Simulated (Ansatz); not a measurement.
Breaking a bond: ClBe (cation, charge +1), lowest triplet found (which spin is the ground state isn't settled by this scan).

- ROHF/cc-pVDZ (Ansatz, a program for electronic structure)
- ROMP2 = MP2 on ROHF/cc-pVDZ, frozen core run with Ansatz
- ROCCSD = CCSD on ROHF/cc-pVDZ, frozen core (Ansatz)
- ROCCSD(T) = CCSD(T) on ROHF/cc-pVDZ, frozen core in Ansatz
- UHF/cc-pVDZ (Ansatz)
- UMP2 = MP2 on UHF/cc-pVDZ, frozen core (Ansatz)
- UCCSD = CCSD on UHF/cc-pVDZ, frozen core (Ansatz)
- UCCSD(T) = CCSD(T) on UHF/cc-pVDZ, frozen core in Ansatz
- ROCCSDT = CCSDT on ROHF/cc-pVDZ, frozen core (Ansatz)
- UCCSDT = CCSDT on UHF/cc-pVDZ, frozen core in Ansatz
- UCCSDT(Q) = CCSDT(Q) on UHF/cc-pVDZ, frozen core in Ansatz
- UKS-B3LYP = unrestricted B3LYP/cc-pVDZ (Ansatz)
- UKS-BLYP = unrestricted BLYP/cc-pVDZ (Ansatz)
- UKS-PBE = unrestricted PBE/cc-pVDZ (Ansatz)
- FCI = full CI/cc-pVDZ, frozen core (Ansatz)

All curves are set to zero at 2.12 Å and compared with full CI in the same basis at 2.12, 2.22, 2.37, 2.47, 2.70, 2.91, 3.19, 3.47, 3.88 Å.

Question: Which method stays most parallel to full CI over these points, and which least?

Answer: UCCSDT(Q) has the smallest spread and ROHF the largest. In order (kJ/mol): UCCSDT(Q) 0.00, UCCSDT 0.14, ROCCSDT 0.15, ROCCSD(T) 0.70, UCCSD(T) 0.70, UCCSD 3.51, ROCCSD 3.56, UMP2 9.02, UKS-PBE 9.08, ROMP2 9.12, UKS-B3LYP 10.70, UKS-BLYP 14.16, UHF 30.19, ROHF 31.19.

Errors against full CI at some of the points (kJ/mol):

```
method     2.70 Å  3.19 Å  4.32 Å  4.96 Å  6.70 Å
---------  ------  ------  ------  ------  ------
UCCSDT(Q)     0.0     0.0       —       —       —
UCCSDT        0.0    -0.1       —       —       —
ROCCSDT       0.0    -0.1       —       —       —
ROCCSD(T)    -0.2    -0.4       —       —       —
UCCSD(T)     -0.2    -0.4       —       —       —
UCCSD        -1.0    -2.3       —       —       —
ROCCSD       -1.0    -2.4       —       —       —
UMP2         -3.0    -6.3       —       —       —
UKS-PBE      -8.5    -7.8       —       —       —
ROMP2        -2.8    -6.2       —       —       —
UKS-B3LYP    -8.8   -10.7       —       —       —
UKS-BLYP    -11.8   -14.2       —       —       —
UHF         -11.0   -22.1       —       —       —
ROHF        -11.1   -22.8       —       —       —
```

A dash means that the run gave no value there, or that the column was ended at a point which the program doubted or which failed a test of continuity chosen for this set; such a test can also cut sound points.
